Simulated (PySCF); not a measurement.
## [Zr(F)2(Br)2] (charge 0, multiplicity 1)

Method: TPSSh-D3(BJ)/def2-TZVP // r2SCAN-D4/def2-SVP run with PySCF.

```yaml
HOMO: -8.39 eV
dipole_moment: 0.08 D
HOMO–LUMO gap: 5.54 eV
LUMO: -2.85 eV
charge on the central atom (Mulliken): 1.58 e
total_energy: -5395.2954 Ha
cost: around 6 core-minutes (rough)
```

```xyz
5

Zr     0.0058    -0.0147    -0.0027
F      1.0344     1.5563     0.2004
F     -1.8185     0.4434     0.1685
Br     0.4097    -0.9855    -2.2616
Br     0.6225    -1.6469     1.7760
```
Charge 0, spin multiplicity 1.
